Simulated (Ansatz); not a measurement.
A geometry relaxed with PBE0-D3(BJ)/def2-TZVP (Ansatz, a program for electronic structure), charge 0, multiplicity 1:

```xyz
8

H     -1.4066     1.5460     0.0665
Al     1.8764     0.0020    -0.1164
C     -1.6559     0.4901     0.0962
H      2.1371     1.5654    -0.1521
H      3.0738    -1.0354    -0.1793
H     -2.7171     0.2737     0.1643
Si    -0.4267    -0.7128     0.0369
H     -0.8812    -2.1292     0.0840
```

Q: Write the SMILES of this molecule.

A: `C=[SiH][AlH2]`
